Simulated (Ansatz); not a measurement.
N-butyl-N-methylpyrrolidinium iodide (C9H20IN), relaxed as a singlet with RKS PBE0-D4/def2-SVP in Ansatz, starting from the GFN2-xTB geometry. Force threshold 0.03 eV/Å.

In the def2 sets I takes a core potential; there is no spin–orbit coupling.

Start:

Cartesian coordinates in Å:
```
C -2.646 -3.249 -0.243
C -1.759 -2.355 0.611
C -1.002 -1.339 -0.246
C -0.017 -0.564 0.620
N 0.573 0.641 -0.016
C 1.236 0.274 -1.279
C 1.563 1.259 0.904
C 1.743 2.688 0.405
C 0.427 3.014 -0.328
C -0.405 1.732 -0.235
H -3.373 -2.659 -0.798
H -3.183 -3.957 0.382
H -2.043 -3.809 -0.954
H -2.369 -1.829 1.349
H -1.038 -2.971 1.151
H -1.723 -0.670 -0.723
H -0.469 -1.885 -1.024
H 0.829 -1.220 0.885
H -0.512 -0.243 1.540
H 1.976 -0.510 -1.062
H 1.744 1.135 -1.700
H 0.506 -0.094 -1.993
H 1.143 1.250 1.910
H 2.478 0.654 0.907
H 2.596 2.763 -0.267
H 1.923 3.364 1.237
H -0.098 3.845 0.138
H 0.614 3.282 -1.366
H -0.995 1.548 -1.131
H -1.072 1.769 0.628
I 3.355 -1.862 0.700
```

| step | energy (eV) | largest force component (eV/Å) | SCF passes |
| --- | --- | --- | --- |
| 1 | -19230.1353 | 0.943 | 16 |
| 2 | -19230.2272 | 0.391 | 19 |
| 3 | -19230.2451 | 0.089 | 21 |
| 4 | -19230.2463 | 0.053 | 21 |
| 5 | -19230.2492 | 0.035 | 20 |
| 6 | -19230.2505 | 0.034 | 20 |
| 7 | -19230.2511 | 0.035 | 20 |
| 8 | -19230.2515 | 0.022 | 20 |

Force components are those of the run's own axes.

End:

| atom | x (Å) | y (Å) | z (Å) |
| --- | --- | --- | --- |
| C1 | -2.628 | -3.295 | -0.234 |
| C2 | -1.682 | -2.434 | 0.586 |
| C3 | -1.060 | -1.300 | -0.225 |
| C4 | -0.086 | -0.525 | 0.633 |
| N5 | 0.551 | 0.668 | -0.021 |
| C6 | 1.248 | 0.269 | -1.279 |
| C7 | 1.548 | 1.283 | 0.928 |
| C8 | 1.767 | 2.693 | 0.401 |
| C9 | 0.475 | 3.044 | -0.371 |
| C10 | -0.399 | 1.794 | -0.275 |
| H11 | -3.461 | -2.702 | -0.646 |
| H12 | -3.063 | -4.101 | 0.376 |
| H13 | -2.104 | -3.767 | -1.081 |
| H14 | -2.217 | -2.012 | 1.455 |
| H15 | -0.869 | -3.056 | 0.999 |
| H16 | -1.859 | -0.651 | -0.627 |
| H17 | -0.533 | -1.741 | -1.086 |
| H18 | 0.765 | -1.171 | 0.935 |
| H19 | -0.579 | -0.139 | 1.539 |
| H20 | 1.956 | -0.543 | -1.021 |
| H21 | 1.793 | 1.133 | -1.676 |
| H22 | 0.502 | -0.062 | -2.010 |
| H23 | 1.061 | 1.288 | 1.913 |
| H24 | 2.425 | 0.611 | 0.982 |
| H25 | 2.648 | 2.740 | -0.255 |
| H26 | 1.960 | 3.384 | 1.233 |
| H27 | -0.053 | 3.907 | 0.058 |
| H28 | 0.692 | 3.297 | -1.418 |
| H29 | -0.998 | 1.581 | -1.169 |
| H30 | -1.072 | 1.836 | 0.594 |
| I31 | 3.273 | -2.031 | 0.761 |

By distances, no bond broke or formed. The bond that changes most is N5–C7, from 1.49 to 1.51 Å (atoms count from 1).

No frequencies were taken in this run, so the end may be a saddle point.

Run time 1.8 min (4 threads of Arm Neoverse V1 on a shared host), peak host memory 1.3 GiB.
